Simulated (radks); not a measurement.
Values are calculated unless marked as measured or tabulated.
All-electron atom: La III in [Xe] 5d1 (the NIST ground configuration). Code: a radial shooting solver on a logarithmic mesh with Libxc functionals. Model: Dirac Kohn-Sham, LDA (Slater exchange, Perdew-Wang correlation), spin-unpolarised, spherical densities, finite nucleus; open shells fill j = l - 1/2 first; Fermi nuclear charge, rms radius 4.855 fm.

Radial electron density D(r) = 4 pi r^2 rho(r):

r (bohr),D(r) (e/bohr)
0.002434,11.17
0.003273,17.39
0.004365,25.93
0.005869,37.44
0.007828,50.65
0.01052,64.13
0.01404,73.58
0.01872,75.94
0.02517,71.14
0.03357,66.65
0.04514,73.04
0.0602,89.53
0.08029,97.48
0.108,83.52
0.144,71.42
0.1936,81.28
0.2582,77.27
0.3444,44.23
0.463,29.74
0.6175,34.53
0.8302,23.32
1.107,11.04
1.489,7.769
1.986,4.917
2.648,1.759
3.561,0.3542
4.749,0.05112
6.385,0.003995
8.516,0.0001200

D(r) has 4 maxima, at r = 0.0176, 0.0771, 0.218, 0.608 bohr, and minima at 0.0341, 0.144, 0.448 bohr, inside which lie 2.02, 11.18, 29.00 electrons.
